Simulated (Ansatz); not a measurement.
Program: Ansatz. Geometries: PBE0-D4/def2-TZVP. ΔE: electronic, gas phase. CCSD(T)/CBS adds triple-zeta CCSD(T) − MP2 to the extrapolated MP2 energy (def2 sets, frozen cores). This one scheme is used for every species. Functionals use def2-TZVPP. Elements past krypton have def2 core potentials. For I outer-core shells are correlated without core-valence functions, which leaves a few kJ/mol of doubt a bond. Each species was taken in one conformer, which may not be the lowest.

`CBB(C)F` + HI → `CBI` + `CBF`  (cleavage of the B–B bond)

| level | ΔE (eV) |
| --- | --- |
| ωB97M-V | -1.09 |
| PBE | -1.07 |
| HF/def2-QZVPP | -1.12 |
| MP2/def2-QZVPP | -1.28 |

**Question.** What does CCSD(T)/CBS give? (Estimate.)

**Answer.** Computed: -1.15 eV. The listed levels differ from it by 0.06, 0.08, 0.03, -0.13 eV.

Largest T1 diagnostic among the species: 0.012.
